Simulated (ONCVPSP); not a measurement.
# What one change does to a pseudopotential (vanadium, ONCV)

| Item | Value |
| --- | --- |
| Element | vanadium |
| Generator | ONCVPSP 4.0.1 |
| Type | optimised norm-conserving Vanderbilt (ONCV) |
| Functional | LDA (Perdew-Zunger) |
| Relativity | scalar-relativistic |
| Frozen core | [Ar] |
| Valence charge | 5 |
| Reference configuration | 3d3 4s2 |
| Partial waves | 4s: rc 2.70 bohr, ncon 5, nbas 10, qcut 2.8 1/bohr, 3 projectors, debl 0.9 Ha; p scattering state at 0.41 Ha: rc 2.15 bohr, ncon 4, nbas 8, qcut 4.1 1/bohr, 2 projectors, debl 2.2 Ha; 3d: rc 1.75 bohr, ncon 4, nbas 9, qcut 7.9 1/bohr, 3 projectors, debl 1.5 Ha |
| Local potential | polynomial inside 1.45 bohr (lpopt 1, dvloc0 2 Ha) |
| Core correction | Teter function, fcfact 4, rcfact 1.45 |

All-electron outer shells of the reference configuration (LDA (Perdew-Zunger), scalar-relativistic, ld1.x):

| shell | level (eV) | outermost node (bohr) | outermost maximum (bohr) |
| --- | --- | --- | --- |
| 3p | -43.95 | 0.35 | 0.84 |
| 3d | -5.38 | – | 0.88 |
| 4s | -4.85 | 1.17 | 2.72 |

Change: core correction Teter function, fcfact 4, rcfact 1.78.

Cutoffs: the cutoffs (Ha) at which the residual kinetic energy of the hardest occupied pseudo-wave falls to 1 and 0.1 mHa per electron; they do not see the model core or the augmentation charge, which bear on the density cutoff. Errors are all-electron minus pseudo energies relative to the spin-unpolarised reference configuration.

Q: What does the change do?

A: The potential gets neither clearly harder nor softer (26 Ha and 30 Ha → 26 Ha and 30 Ha); both files keep a bound ghost (p); of the 3 tests that both files solve, the error grows in 3 and shrinks in 0 by more than 15 % and 0.3 meV (median size 106.4 → 449.0 meV). A model core, the more so a compact one, raises the density cutoff, which this test does not measure.

```tsv
quantity	base	changed
cutoff, loose	26 Ha	26 Ha
cutoff, tight	30 Ha	30 Ha
bound ghosts	p	p
GHOST(+) flags under 300 eV	s at 61.8 eV, s at 239.9 eV	s at 61.8 eV, s at 239.9 eV
tests with a reliable result	3 of 4	3 of 4
error for 3d3 4s1, meV [ΔE 7.94 eV]	-14	-63
error for 3d3 4s0, meV [ΔE 22.49 eV]	-106	-449
error for 3d2 4s0, meV [ΔE 51.64 eV]	-286	-884
s: phases at 2.74 bohr within 0.05 rad from the reference energy up to (Ha; the scan ends near 5)	2.1	2.1
p: phases at 2.18 bohr within 0.05 rad from the reference energy up to (Ha; the scan ends near 5)	4.5	4.5
d: phases at 1.78 bohr within 0.05 rad from the reference energy up to (Ha; the scan ends near 5)	to the end of the scan	to the end of the scan
rms error of d²Exc/dni dnj with the model core, mHa	11.25	10.18
```

 A true bound ghost makes a file unfit for plane-wave use even where its test errors are small: the radial tests pick states by their node count and pass the ghost by.
